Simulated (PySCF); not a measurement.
Simulation results for AlH₄O₂Si, BClH₂OSi

Calculation on a computer-drawn molecule: optimised geometry and harmonic frequencies of an isolated molecule of the commonest isotopes, restricted reference for singlets and unrestricted otherwise, frozen core in MP2. Program: PySCF 2.14.0.

Common to all runs: charge 0; basis cc-pV(D+d)Z.

(1) AlH₄O₂Si

Start structure:
```xyz
8
AlH4O2Si
O     -1.4115     1.1206     1.7974
Si    -0.6451    -0.3483     1.6056
O     -1.6735    -1.4128     1.0475
Al    -2.8656    -2.4859     0.4016
H     -2.0982     1.3672     1.1698
H      0.3545    -0.2647     0.6419
H     -3.9912    -1.8446    -0.4087
H     -2.9012    -3.9329     0.7255
```

- multiplicity: 2
- method: HF
- rotational constants: 17.3, 1.995, 1.828 GHz
- total energy: -683.0168 hartree
- spin squared: 0.7536
- convergence status largest gradient component: 1.661e-05 hartree/bohr

Drawn bonds:
| atom | other atom | order |
| --- | --- | --- |
| 1 | 2 | 1 |
| 2 | 3 | 1 |
| 3 | 4 | 1 |
| 1 | 5 | 1 |
| 2 | 6 | 1 |
| 4 | 7 | 1 |
| 4 | 8 | 1 |

Optimised structure:
```xyz
8
AlH4O2Si
O     -1.3412     1.1251     1.9121
Si    -0.7206    -0.3671     1.5867
O     -1.8587    -1.3151     0.8995
Al    -2.9498    -2.4931     0.3801
H     -1.9118     1.5278     1.2724
H      0.4212    -0.2580     0.6385
H     -4.1135    -2.0463    -0.5793
H     -2.7573    -3.9748     0.8705
```

Modes:
| frequency (cm⁻¹) | reduced mass (dalton) |
| --- | --- |
| 46.96 | 1.448 |
| 56.97 | 3.647 |
| 98.22 | 2.781 |
| 142.9 | 1.212 |
| 338.4 | 4.722 |
| 559.4 | 4.933 |
| 610.6 | 1.319 |
| 674.7 | 1.18 |
| 763.7 | 1.152 |
| 845.5 | 1.394 |
| 855.4 | 1.281 |
| 896.2 | 1.35 |
| 938 | 2.328 |
| 1119 | 15.02 |
| 2015 | 1.062 |
| 2022 | 1.024 |
| 2234 | 1.042 |
| 4144 | 1.067 |

(2) BClH₂OSi

Start structure:
```xyz
6
BClH2OSi
O     -1.2145     0.8364    -0.9749
Si    -0.2898     0.5367     0.2982
B      1.4462     1.1785     0.7413
Cl     2.7844     0.0322     0.4562
H     -0.9954     1.3335    -1.7273
H      1.5768     1.9325     1.5756
```

* multiplicity: 1
* method: HF
* rotational constants: 11.97, 1.985, 1.862 GHz
* total energy: -849.1682 hartree
* convergence status largest gradient component: 2.866e-05 hartree/bohr

Drawn bonds:
| atom | other atom | order |
| --- | --- | --- |
| 1 | 2 | 1 |
| 2 | 3 | 1 |
| 3 | 4 | 1 |
| 1 | 5 | 1 |
| 3 | 6 | 1 |

Optimised structure:
```xyz
6
BClH2OSi
O     -1.0462     0.8587    -0.9687
Si    -0.6447     0.2713     0.5291
B      1.2637     1.0839     0.7771
Cl     2.6447     0.1355     0.1798
H     -0.4695     1.4002    -1.4872
H      1.5597     2.1003     1.3390
```

Modes:
| frequency (cm⁻¹) | reduced mass (dalton) |
| --- | --- |
| 39.52 | 4.723 |
| 136.6 | 9.055 |
| 217.8 | 2.814 |
| 504.6 | 2.171 |
| 561.7 | 1.746 |
| 737.6 | 1.659 |
| 828.6 | 3.739 |
| 862.7 | 3.505 |
| 913.3 | 1.647 |
| 1094 | 1.347 |
| 2718 | 1.092 |
| 4157 | 1.068 |

(3) BClH₂OSi

Start structure:
```xyz
6
BClH2OSi
O     -1.0462     0.8587    -0.9687
Si    -0.6447     0.2713     0.5291
B      1.2637     1.0839     0.7771
Cl     2.6447     0.1355     0.1798
H     -0.4695     1.4002    -1.4872
H      1.5597     2.1003     1.3390
```

- multiplicity: 1
- method: MP2
- rotational constants: 11.64, 2.025, 1.893 GHz
- total energy: -849.6508 hartree
- convergence status largest gradient component: 3.643e-05 hartree/bohr

Drawn bonds:
| atom | other atom | order |
| --- | --- | --- |
| 1 | 2 | 1 |
| 2 | 3 | 1 |
| 3 | 4 | 1 |
| 1 | 5 | 1 |
| 3 | 6 | 1 |

Optimised structure:
```xyz
6
BClH2OSi
O     -1.0539     0.8420    -0.9880
Si    -0.6439     0.2546     0.5400
B      1.2506     1.0911     0.7672
Cl     2.6065     0.1355     0.1603
H     -0.4128     1.4108    -1.4382
H      1.5612     2.1159     1.3278
```

Modes:
| frequency (cm⁻¹) | reduced mass (dalton) |
| --- | --- |
| 29.72 | 4.585 |
| 119.4 | 8.922 |
| 179.8 | 2.804 |
| 501.6 | 2.638 |
| 571.6 | 1.491 |
| 693.5 | 1.691 |
| 808.4 | 4.823 |
| 843.6 | 3.821 |
| 890.4 | 1.385 |
| 1054 | 1.425 |
| 2645 | 1.093 |
| 3846 | 1.068 |
